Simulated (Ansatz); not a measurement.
Program: Ansatz. Geometries: PBE0-D4/def2-TZVP. ΔE: electronic, gas phase. CCSD(T)/CBS is the MP2 limit (def2-TZVPP, def2-QZVPP) plus CCSD(T) − MP2 in def2-TZVPP, frozen cores. Double bonds are as drawn, so ΔE can hold a change between cis and trans. DFT in def2-TZVPP. B3LYP here is the variant with VWN-RPA as its local correlation; programs differ in this. One conformer a species, not always the lowest.

Consider the ligand exchange at the Si–C bond: `C[SiH2]/C(F)=C\F` + `CN[SiH3]` → `C[SiH2]N(C)[SiH3]` + `F/C=C/F`.

Task: Is it downhill or uphill in electronic energy at CCSD(T)/CBS, and by how much? (Estimate.)

Result: Computed: Downhill: ΔE = -0.59 eV.

Task: What do these levels give: PBE-D4, PBE0-D4, B3LYP-D4, B2PLYP, PBE, r2SCAN, PBE0, MP2/def2-TZVPP, SCS-MP2/def2-TZVPP, CCSD/def2-TZVPP, CCSD(T)/def2-TZVPP, SCS-MP2/def2-QZVPP? (An estimate is asked.)

Result: The calculation gave: PBE-D4 -0.48, PBE0-D4 -0.53, B3LYP-D4 -0.56, B2PLYP -0.54, PBE -0.43, r2SCAN -0.51, PBE0 -0.49, MP2/def2-TZVPP -0.63, SCS-MP2/def2-TZVPP -0.61, CCSD/def2-TZVPP -0.60, CCSD(T)/def2-TZVPP -0.60, SCS-MP2/def2-QZVPP -0.61 eV.

Largest T1 diagnostic among the species: 0.012.

From PBE to PBE0 (25 % exact exchange), in def2-TZVPP and without D4, ΔE moves by −0.05 eV. The D4 term adds −0.08 eV with B3LYP and −0.05 eV with PBE0; it sums over pairs of atoms, weighted by their polarisabilities, and B3LYP, whose exchange is more repulsive, gets the larger term.
